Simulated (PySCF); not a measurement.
Computed IR spectrum (relative IR intensity) of a molecule C3H8GeSi. Geometry: PBE-D3(BJ)/def2-SVP. The values are those of a single conformer. Computed with PBE-D3(BJ)/def2-SVP in PySCF. Frequencies are harmonic and unscaled.

ν (cm⁻¹): 325 (vw), 381 (w), 565 (w), 571 (w), 589 (m), 637 (w), 679 (w), 717 (s), 828 (m), 845 (s), 909 (s), 954 (w), 1072 (vw), 1188 (w), 1393 (w), 1560 (w), 2053 (vs), 2062 (s), 2131 (s), 2141 (s), 2952 (w), 3030 (w), 3045 (m), 3051 (w) (against the strongest line: vs over 80 %, s over 45 %, m over 15 %, w over 4 %, vw less)

Q: Which structure fits?
A) [SiH3][C@H]1C=[CH][GeH2]1
B) CC1=[CH][GeH2][SiH2]1
C) [SiH3]C=C=[CH][GeH3]
D) C1=[CH][GeH2][SiH2]C1

A: B, CC1=[CH][GeH2][SiH2]1
